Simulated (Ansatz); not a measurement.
Program: Ansatz 0.2.0.

A structure relaxed at PBE0-D4/def2-TZVP, charge 0, multiplicity 1:

```xyz
12

C    -0.236   -0.776    1.527
N     0.183   -0.279    0.256
C    -0.385    0.948   -0.274
N    -0.007    0.858   -1.682
Ga    0.925   -0.713   -1.369
H    -1.323   -0.943    1.579
H     0.027   -0.090    2.345
H     0.253   -1.730    1.735
H     0.024    1.846    0.219
H    -1.481    0.966   -0.142
H     0.249    1.717   -2.141
H     1.768   -1.805   -2.052
```

(1) Give its formula and SMILES.

(2) Summarise the bond lengths by kind.

Answers

(1) C2H7GaN2, `C[N]1C[NH][GaH]1`.

(2) 3 × C–N 1.428 to 1.460 Å; 5 × C–H 1.092 to 1.104 Å; 2 × Ga–N 1.838 to 1.854 Å; 1 × H–N 1.007 Å; 1 × Ga–H 1.539 Å.
